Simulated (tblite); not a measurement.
Species: C₂H₁₀Si₂.
SMILES: `C[SiH](C)[SiH3]`

Calculated harmonic vibrations of the isolated species, GFN2-xTB (tblite), most abundant isotopes, no scaling. Against measured fundamentals such values can be off by several per cent, at times by over 20. Modes of hydrogen on silicon can be 10 to 20 % off.

Harmonic wavenumbers (cm⁻¹): 35.3, 115.9, 123.7, 126.4, 159.3, 190.3, 426.3, 430.8, 449.4, 608.7, 621.3, 695.3, 743.6, 783.5, 792.3, 818.2, 818.8, 827.9, 832.4, 849.3, 1373.3, 1376.7, 1490.2, 1493.0, 1494.1, 1498.3, 2122.2, 2213.5, 2223.1, 2227.1, 3026.9, 3028.9, 3030.4, 3034.4, 3037.3, 3040.0.

A = 5100, B = 2660, C = 1987 MHz; mass 90.032 u (most abundant isotopes); point group Cs, symmetry number 1.

Question: Zero-point energy?

Answer: ½Σν̃ = 23079 cm⁻¹ = 65.99 kcal/mol.

Question: Give the ideal-gas entropy at 298.15 K and 1 bar in the rigid-rotor, harmonic-oscillator model (classical rotation).

Answer: Translation 39.43, rotation 26.88, vibration 24.89: S = 91.2 cal/(mol K).

Question: And Cp and H(298.15 K) − H(0)?

Answer: Cp = 32.15 cal/(mol K), of which vibrations give 24.21 (their classical limit is 36 R = 71.5); H(298.15 K) − H(0) = 6.16 kcal/mol without the zero-point energy, 3.79 from vibrations.

Question: What must be added to the electronic energy to get the Gibbs energy at 298.15 K and 1 bar?

Answer: ZPE + [H(298.15 K) − H(0)] − T·S = 65.99 + 6.16 − 27.19 = 44.96 kcal/mol.

Question: Blend soft modes into free rotors: weight 1/[1 + (100 cm⁻¹/ν̃)⁴] for the oscillator and the rest for a rotor with moment μB/(μ + B), μ = h/(8π²ν), B = 10⁻⁴⁴ kg m². What vibrational entropy results?

Answer: 22.89 cal/(mol K) in place of 24.89, which changes −T·S at 298.15 K by +0.60 kcal/mol.

Hindered rotation and anharmonicity are outside this model.
